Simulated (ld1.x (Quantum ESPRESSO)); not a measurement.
# Cl: one change to a TM potential, before and after

```
Element                 : chlorine (Cl)
Generator               : ld1.x (Quantum ESPRESSO) 7.5
Type                    : norm-conserving Troullier–Martins (Kleinman–Bylander form)
Functional              : LDA (PZ)
Relativity              : scalar-relativistic
Frozen core             : [Ne]
Valence charge          : 7
Reference configuration : 3s2 3p5
Partial waves           : 3p (bound): rc 1.35 bohr; 3s (bound): rc 1.35 bohr
Local potential         : the s channel
Core correction         : a·sin(br)/r model core inside 1.00 bohr
```

Change: wave 3p (bound): rc 1.35 bohr becomes 3p (bound): rc 1.00 bohr.

Cutoffs: the cutoffs (Ry, on a coarse ladder) from which the occupation-weighted sum of valence levels, in a spherical-Bessel basis at the reference potential, stays within 10 and 1 mRy of its value at 400 Ry; they do not see the model core or the augmentation charge, which bear on the density cutoff. Errors are all-electron minus pseudo energies relative to the spin-unpolarised reference configuration.

Question: Predict the effect on cutoff, ghosts and configuration errors.

Answer: The potential gets harder (50 Ry and 80 Ry → 120 Ry and 200 Ry); of the 9 tests that both files solve, the error grows in 4 and shrinks in 3 by more than 15 % and 0.3 meV (median size 6.6 → 11.1 meV); neither file shows a bound ghost. A smaller radius makes the pseudo-wave follow the all-electron one further in, where it bends more sharply, so more plane waves are needed.

```tsv
quantity	base	changed
cutoff, loose	50 Ry	120 Ry
cutoff, tight	80 Ry	200 Ry
loose cutoff by channel (10 mRy a level)	p 15 Ry, s 30 Ry	p 100 Ry, s 30 Ry
bound ghosts	none	none
error for 3s2 3p4, meV [ΔE 13.97 eV]	+3.3	+4.2
error for 3s2 3p3, meV [ΔE 39.50 eV]	+26	+27
error for 3s2 3p2, meV [ΔE 77.89 eV]	+92	+85
error for 3s1 3p6, meV [ΔE 12.05 eV]	+0.5	+2.6
error for 3s2 3p4.5, meV [ΔE 5.63 eV]	+0.3	+0.7
error for 3s2 3p1, meV [ΔE 130.27 eV]	+234	+192
error for 3s1 3p5, meV [ΔE 26.57 eV]	+5.9	+11
error for 3s2 3p5 (spin-polarised), meV [ΔE -0.19 eV]	+6.6	+5.0
error for 3s2 3p4 (spin-polarised), meV [ΔE 13.09 eV]	+37	+29
s: phases at 1.51 bohr within 0.05 rad from the reference energy up to (Ry; the scan ends near 5)	to the end of the scan	to the end of the scan
p: phases at 1.51 bohr within 0.05 rad from the reference energy up to (Ry; the scan ends near 5)	to the end of the scan	to the end of the scan
```
